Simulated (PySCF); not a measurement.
A run for PySCF: U-HF/6-31G* on BeH2O (SMILES [BeH][OH]), a point of a bond scan (R = 1.328 Å).

```python
from pyscf import gto, scf, dft, mp
from pyscf.data.elements import chemcore

mol = gto.M(
    atom='''
    Be   -0.78408142   -0.35296304    0.02982263
    H    -1.99529587   -0.89492562    0.07984893
    O     0.51114037    0.18521819   -0.07360318
    H     1.04249858    0.82503224    0.38968601
    ''',
    basis='6-31g*',
    cart=True,
    charge=0, spin=0, verbose=3, max_memory=1800)
mf = scf.UHF(mol)
mf.conv_tol = 1e-8
mf.max_cycle = 100
mf.init_guess_breaksym = True
mf.kernel()
if not mf.converged:
    mf = mf.newton().run(mf.mo_coeff, mf.mo_occ)
for _ in range(4):
    mo, _, stable, _ = mf.stability(return_status=True)
    if stable:
        break
    mf.kernel(mf.make_rdm1(mo, mf.mo_occ))
```

The log:

```
converged SCF energy = -90.7049882962343  <S^2> = 5.1087667e-10  2S+1 = 1
<class 'pyscf.scf.uhf.UHF'> wavefunction is stable in the internal stability analysis
```

Self-consistency was reached.

Cost: around 0.8 core-seconds (rough).
